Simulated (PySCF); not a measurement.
Job file and geometry (Å, from GFN2-xTB) of an NMR shielding run on SMILES C=CB1NCCN1, C$_{4}$H$_{9}$BN$_{2}$, GIAO PBE0/pcSseg-1 NMR shielding, non-relativistic, gas phase (PySCF); density fitting, a coarse starting grid and PySCF grid level 2 are the driver's defaults:

```
{"job": {"kind": "nmr", "xc": "PBE0", "basis": "pcSseg-1"}, "charge": 0, "multiplicity": 1}
C      2.772323     0.893830     0.053861
C      2.002845    -0.185884     0.102881
B      0.446034    -0.183893     0.182654
N     -0.409457     0.931299     0.232532
C     -1.804406     0.556896     0.306122
C     -1.784787    -0.986894     0.287421
N     -0.379572    -1.323361     0.219599
H      2.353253     1.887542     0.066336
H      3.849918     0.845508    -0.001218
H      2.498766    -1.151216     0.086205
H     -0.193912     1.910915     0.230053
H     -2.368580     0.958637    -0.546101
H     -2.270444     0.937229     1.225262
H     -2.250047    -1.401986     1.191398
H     -2.329698    -1.381957    -0.580636
H     -0.139837    -2.297722     0.199703
```

**Question.** Write the output of this run.

**Answer.** 
```
coarse grid: 13136 points
cycle   1  E = -291.7631010215  dE =  9.752e-01  |g| = 4.995e-01  |ddm| = 3.490e+00
cycle   2  E = -291.7448426888  dE =  1.826e-02  |g| = 5.907e-01  |ddm| = 9.033e-01
cycle   3  E = -291.8251810815  dE = -8.034e-02  |g| = 7.679e-02  |ddm| = 5.244e-01
cycle   4  E = -291.8263052288  dE = -1.124e-03  |g| = 3.487e-02  |ddm| = 7.465e-02
cycle   5  E = -291.8265945085  dE = -2.893e-04  |g| = 1.020e-02  |ddm| = 2.953e-02
cycle   6  E = -291.8266178960  dE = -2.339e-05  |g| = 3.076e-03  |ddm| = 8.916e-03
cycle   7  E = -291.8266201048  dE = -2.209e-06  |g| = 2.621e-04  |ddm| = 2.306e-03
final grid: 126376 points
cycle   8  E = -291.8619534488  dE = -3.339e-05  |g| = 8.851e-03  |ddm| = 2.541e-02
cycle   9  E = -291.8619469069  dE =  6.542e-06  |g| = 1.055e-02  |ddm| = 1.460e-02
cycle  10  E = -291.8619722727  dE = -2.537e-05  |g| = 9.826e-04  |ddm| = 7.909e-03
cycle  11  E = -291.8619724900  dE = -2.173e-07  |g| = 2.444e-04  |ddm| = 8.021e-04
cycle  12  E = -291.8619725024  dE = -1.239e-08  |g| = 8.558e-05  |ddm| = 2.352e-04
cycle  13  E = -291.8619725040  dE = -1.614e-09  |g| = 3.436e-05  |ddm| = 8.560e-05
cycle  14  E = -291.8619725043  dE = -2.859e-10  |g| = 3.977e-06  |ddm| = 2.580e-05
converged SCF energy = -291.8619725043

GIAO shielding tensors (ppm)
atom      isotropic    diamagn.    paramagn.     s11        s22        s33       span
  0 C       49.365     254.255    -204.890    -74.804     57.941    164.958    239.762
  1 C       46.957     258.024    -211.067    -76.987     37.326    180.530    257.517
  2 B       75.938     194.639    -118.701     61.331     67.097     99.386     38.054
  3 N      198.623     322.952    -124.329    147.992    190.003    257.875    109.884
  4 C      138.964     243.688    -104.724    114.742    134.224    167.926     53.184
  5 C      138.592     244.285    -105.694    113.880    134.236    167.658     53.778
  6 N      188.503     322.479    -133.976    139.096    177.728    248.685    109.589
  7 H       25.831      33.110      -7.279     22.532     24.677     30.285      7.753
  8 H       25.592      28.309      -2.717     22.880     24.880     29.016      6.136
  9 H       25.403      31.193      -5.790     22.854     24.546     28.810      5.956
 10 H       29.494      34.498      -5.004     21.687     28.644     38.150     16.463
 11 H       27.925      28.694      -0.770     23.335     26.186     34.253     10.918
 12 H       27.918      28.250      -0.332     23.286     26.191     34.278     10.992
 13 H       27.943      28.034      -0.092     23.422     26.203     34.202     10.780
 14 H       27.935      28.500      -0.565     23.373     26.206     34.226     10.852
 15 H       29.591      33.191      -3.600     22.437     28.127     38.208     15.771
```

Size and cost of the density-fitted run: 164 basis functions, 19 s wall time on 1 thread of an Arm Neoverse V2, shared host.
